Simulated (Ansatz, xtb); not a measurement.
# Relative energy of two isomers of C5H5ClO2

Structure a is `COc1occc1Cl`, a singlet and structure b is `COc1coc(Cl)c1`, a singlet. Both are isolated molecules in the gas phase, relaxed with PBE0-D3(BJ)/def2-SVP; each stands in its lowest conformer found.

a (Å):

| atom | x (Å) | y (Å) | z (Å) |
| --- | --- | --- | --- |
| C | -0.2470 | -2.3045 | -0.5897 |
| C | 0.2981 | -0.1368 | -1.2829 |
| C | -0.7128 | 1.6602 | -0.5564 |
| C | 0.2264 | 2.0946 | -1.4366 |
| C | 0.8921 | 0.9215 | -1.9165 |
| Cl | 2.1717 | 0.8360 | -3.0500 |
| O | 0.5406 | -1.4331 | -1.3720 |
| O | -0.6692 | 0.2984 | -0.4624 |
| H | -1.3142 | -2.2256 | -0.8520 |
| H | -0.1308 | -2.0945 | 0.4855 |
| H | 0.1110 | -3.3174 | -0.8072 |
| H | -1.4568 | 2.1559 | 0.0587 |
| H | 0.4372 | 3.1213 | -1.7249 |

b (Å):

```xyz
13

C    -2.0792   -2.3108   -2.2160
C    -1.9169   -0.2846   -1.0988
C    -3.0742   -0.4012   -0.3736
C    -2.1816    1.5065    0.1710
C    -1.3254    0.9705   -0.7436
Cl   -2.1289    2.9730    1.0256
O    -1.3694   -1.1240   -1.9849
O    -3.2265    0.7088    0.4053
H    -2.1790   -2.9055   -1.2899
H    -3.0893   -2.1034   -2.6135
H    -1.5134   -2.8899   -2.9560
H    -3.8511   -1.1535   -0.2962
H    -0.4009    1.3965   -1.1208
```

Question: Estimate E(b) − E(a) at the level CCSD(T)/def2-SVP + ΔMP2/def2-TZVPP.

Answer: Calculated at CCSD(T)/def2-SVP + ΔMP2/def2-TZVPP: E(b) − E(a) = +4.57 kJ/mol, so structure a lies lower.

How the difference moves with the method:

```tsv
level	geometry	E(b) − E(a) (kJ/mol)	departure from the last row (kJ/mol)	job, with rough time for the two
GFN2-xTB	GFN2-xTB	+8.02	+3.46	optimisation, 0.15 s
HF/STO-3G	GFN2-xTB	+15.65	+11.08	single point, 0.68 s
r2SCAN-D4/def2-SVP	GFN2-xTB	+4.80	+0.23	single point, 8.4 s
PBE0-D3(BJ)/def2-SVP	PBE0-D3(BJ)/def2-SVP	+5.66	+1.09	optimisation, 50 s
HF/def2-SVP	PBE0-D3(BJ)/def2-SVP	+13.92	+9.35	part of the CCSD(T) run
MP2/def2-SVP	PBE0-D3(BJ)/def2-SVP	+5.43	+0.86	part of the CCSD(T) run
CCSD(T)/def2-SVP	PBE0-D3(BJ)/def2-SVP	+6.84	+2.27	single point
CCSD(T)/def2-SVP + ΔMP2/def2-TZVPP	PBE0-D3(BJ)/def2-SVP	+4.57		single point, 3.2 min
```

As drawn, both hold the same kinds of bond in the same numbers.

The levels shown agree on the order. The largest departure from CCSD(T)/def2-SVP + ΔMP2/def2-TZVPP is that of HF/STO-3G, 11.08 kJ/mol. The last row adds to CCSD(T) the change of the MP2 difference between the two basis sets, here −2.27 kJ/mol.

With thermal terms from frequencies at re-optimised GFN2-xTB minima (ideal gas, soft modes damped towards free rotors, one conformer each, 298.15 K, 1 atm): the zero-point term adds +0.02 kJ/mol; ΔH is +4.28 and ΔG +5.54 kJ/mol.

The correlated steps freeze 12 core orbitals. Codes used: Ansatz 0.2.0, xtb 6.7.1; the last row on 2 threads of Arm Neoverse V1 on a shared host.
